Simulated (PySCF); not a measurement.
Electric field gradients and quadrupole coupling constants

Compound: C6H6F3N3.
Cartesian coordinates in Å at the GFN2-xTB level; atoms count from 1:
```
atom  x, y, z in Å
C1    -3.083    0.186   -1.071
C2    -2.309    0.302   -0.010
C3    -1.500   -0.824    0.566
N4    -0.107   -0.465    0.633
C5     0.721   -0.163   -0.386
C6     1.917    0.132    0.240
C7     3.207    0.548   -0.372
F8     3.192    0.354   -1.705
F9     3.469    1.852   -0.188
F10    4.258   -0.128    0.103
N11    1.737   -0.004    1.572
N12    0.534   -0.358    1.788
H13   -3.191   -0.749   -1.597
H14   -3.653    1.015   -1.452
H15   -2.210    1.245    0.510
H16   -1.616   -1.730   -0.037
H17   -1.809   -1.031    1.595
H18    0.434   -0.176   -1.415
```

Field gradients from the PBE0/pcSseg-1 density (PySCF, non-relativistic), principal values in atomic units, ordered |Vxx| ≤ |Vyy| ≤ |Vzz|:

```tsv
atom	Vxx	Vyy	Vzz
N4	0.1696	0.3850	-0.5546
N11	0.5207	0.5832	-1.1039
N12	0.2183	0.8385	-1.0568
```

Problem. Find the asymmetry η = (Vxx − Vyy)/Vzz and the couplings χ = eQV/h (234.96 MHz × Q in barn × V in au), with Q(14N) = 0.02044 b.

Solution. 
```json
{"atom": "N4", "environment": "pyrrole-type nitrogen", "nucleus": "14N", "η": "0.39", "χzz (MHz)": "-2.664", "χxx (MHz)": "0.815", "χyy (MHz)": "1.849"}
{"atom": "N11", "environment": "pyridine-type nitrogen", "nucleus": "14N", "η": "0.06", "χzz (MHz)": "-5.30", "χxx (MHz)": "2.50", "χyy (MHz)": "2.80"}
{"atom": "N12", "environment": "pyridine-type nitrogen", "nucleus": "14N", "η": "0.59", "χzz (MHz)": "-5.08", "χxx (MHz)": "1.05", "χyy (MHz)": "4.03"}
```

Problem. What is Vzz at N4 in SI units (1 au = 9.71736 × 10²¹ V/m²)?

Solution. -0.5546 au = -5.389 × 10²¹ V/m².

Problem. And the gradient at the other heavy atoms, for which no coupling is worked out here?

Solution. 
```tsv
atom	environment	Vzz (au)	η
C1	terminal =CH2 carbon	0.340	0.34
C2	alkene CH carbon	0.295	0.79
C3	sp3 carbon bound to nitrogen	0.352	0.31
C5	aromatic CH next to a ring nitrogen	-0.246	0.18
C6	substituted aromatic carbon	-0.054	0.67
C7	CF3 carbon	-0.392	0.09
F8	fluorine of a CF3 group	2.918	0.03
F9	fluorine of a CF3 group	2.947	0.06
F10	fluorine of a CF3 group	2.955	0.05
```

Were the hydrogens deuterons (Q(2H) = 0.00286 b), χzz would run from 193 kHz (H17) to 232 kHz (H18).

The structure is a single GFN2-xTB conformer in the gas phase; no vibrational or solvent corrections. GFN2-xTB bond lengths can be off by several hundredths of an ångström, more for odd bonds, and the gradients follow them. The small basis limits the accuracy of the gradients.
